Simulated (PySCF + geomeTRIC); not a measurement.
Species: [Zr(Br)4] (charge 0, multiplicity 1).

Q: Give a relaxed geometry from TPSS-D3(BJ)/def2-SVP (PySCF + geomeTRIC).

A: the end point of this relaxation.
Z-matrix (Å, degrees):
```
Zr
Br 1 2.4835
Br 1 2.4836 2 109.48
Br 1 2.4836 2 109.43 3 119.92
Br 1 2.4839 2 109.41 4 120.08
```
